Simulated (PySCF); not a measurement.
Bonds broken one at a time in the series B F-H. Isolated molecules, 0 K electronic values unless said otherwise. Strings in code marks are SMILES.

Level of theory: PBE-D3(BJ)/def2-TZVP // PBE0-D3(BJ)/def2-TZVP (PySCF). All candidates: neutral, multiplicity 1. 

The LUMO comes out as -2.22 eV and the HOMO is -7.74 eV. The HOMO–LUMO gap is 5.52 eV.

Question: Identify which member has these values.
A. `B`
B. `FBF`
C. `BF`

Answer: C, `BF`. The others give `FBF`: -1.36 eV, -9.11 eV, 7.74 eV; `B`: -3.05 eV, -8.47 eV, 5.42 eV
